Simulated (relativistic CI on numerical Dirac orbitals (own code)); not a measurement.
## Electric-dipole lines of Ca XII

These numbers are calculated, not measured: Dirac-Coulomb-Breit CI, KLI orbitals optimised for each configuration, model QED, unscaled Slater integrals (own radial code, finite nucleus).

Configurations in the expansion (outside the closed core 1s2): 2s2 2p5, 2s 2p6, 2s2 2p4 3s, 2p6 3s, 2s2 2p4 3p, 2p6 3p, 2s2 2p4 3d, 2p6 3d, 2s 2p5 3s, 2s 2p5 3p, 2s 2p5 3d, 2s2 2p4 4s, 2s2 2p4 4p, 2s2 2p4 4d, 2s2 2p4 4f, 2s2 2p4 5s, 2s2 2p3 3s2, 2s2 2p4 5p, 2s2 2p4 5d, 2s2 2p4 5f, 2s2 2p4 5g, 2s 2p5 4s, 2s2 2p3 3s 3p, 2s 2p5 4p, 2s2 2p3 3p2, 2s 2p5 4d, 2s2 2p3 3s 3d, 2s 2p5 4f, 2s2 2p3 3p 3d, 2s 2p4 3s2, 2s2 2p3 3d2, 2s 2p5 5s, 2s 2p4 3s 3p, 2s 2p5 5p, 2s 2p5 5d, 2s 2p5 5f. Levels of other configurations are missing.

```csv
λ vac (Å),Lower,Upper,A (s⁻¹),gf,Branching (%)
27.649,2s2 2p5 2P°_1/2 [2],2s2 2p4 3d 2D_3/2 [60],1.94e+12,8.90e-01,96.6
27.807,2s 2p6 2S_1/2 [3],2s 2p5 3d 2P°_3/2 [156],1.83e+12,8.50e-01,92.1
27.951,2s2 2p5 2P°_3/2 [1],2s2 2p4 3d 2D_5/2 [56],4.46e+12,3.13e+00,99.9
27.964,2s2 2p5 2P°_3/2 [1],2s2 2p4 3d 2P_3/2 [55],4.92e+12,2.31e+00,88.9
28.090,2s2 2p5 2P°_3/2 [1],2s2 2p4 3d 2S_1/2 [52],3.54e+12,8.38e-01,80.3
28.109,2s2 2p5 2P°_1/2 [2],2s2 2p4 3d 2D_3/2 [58],3.81e+12,1.81e+00,88.0
28.113,2s2 2p5 2P°_1/2 [2],2s2 2p4 3d 2P_1/2 [57],4.59e+12,1.09e+00,78.9
28.489,2s2 2p5 2P°_3/2 [1],2s2 2p4 3d 2D_5/2 [49],1.76e+12,1.28e+00,99.7
29.060,2s 2p6 2S_1/2 [3],2s 2p5 3d 2P°_3/2 [107],3.90e+12,1.98e+00,98.6
29.186,2s 2p6 2S_1/2 [3],2s 2p5 3d 2P°_1/2 [103],3.79e+12,9.67e-01,98.6
96.308,2s2 2p4 3p 4D°_7/2 [14],2s2 2p4 4d 4F_9/2 [126],1.29e+11,1.80e+00,99.0
114.57,2s2 2p4 3d 4D_7/2 [33],2s2 2p4 4f 4F°_9/2 [145],2.49e+11,4.89e+00,74.5
116.49,2s2 2p4 3d 2G_7/2 [50],2s2 2p4 4f 2H°_9/2 [180],3.05e+11,6.20e+00,97.2
116.52,2s2 2p4 3d 2G_9/2 [51],2s2 2p4 4f 2H°_11/2 [181],3.13e+11,7.66e+00,100.0
117.09,2s2 2p4 3d 4F_9/2 [37],2s2 2p4 4f 4G°_11/2 [147],3.13e+11,7.73e+00,100.0
117.27,2s2 2p4 3d 2F_7/2 [42],2s2 2p4 4f 4G°_9/2 [163],2.51e+11,5.18e+00,77.6
118.15,2s2 2p4 3d 4F_7/2 [38],2s2 2p4 4f 2G°_9/2 [149],2.60e+11,5.45e+00,83.7
119.31,2s2 2p4 3d 2F_7/2 [54],2s2 2p4 4f 2G°_9/2 [185],2.56e+11,5.46e+00,82.0
279.92,2s2 2p4 4f 4G°_11/2 [147],2s2 2p4 5g 4H_13/2 [244],8.87e+10,1.46e+01,100.0
557.26,2s2 2p4 3s 4P_5/2 [4],2s2 2p4 3p 4D°_7/2 [14],2.88e+09,1.07e+00,99.9
```

Terms are leading LS components. Brackets give the number of a level in order of energy, since labels repeat. The list gives strong lines, with weight on those to low levels, without lines whose two gauges differ by over a factor of 2.5, among the lowest 400 of 1082 levels, so that lines to higher ones, which can be the strongest, are missing. Levels whose partners in the same complex of configurations lie outside the list can be far off, and so can their lines. Rates are taken at the computed energies, electric ones in the length gauge.

At this charge energies of transitions that change n are usually good to better than 1 %, and those within a shell (Δn = 0) to a few per cent.

LS names give the leading component of a level, which can be under half, so a name can repeat, a term be missing and a line seem to break the LS rules.
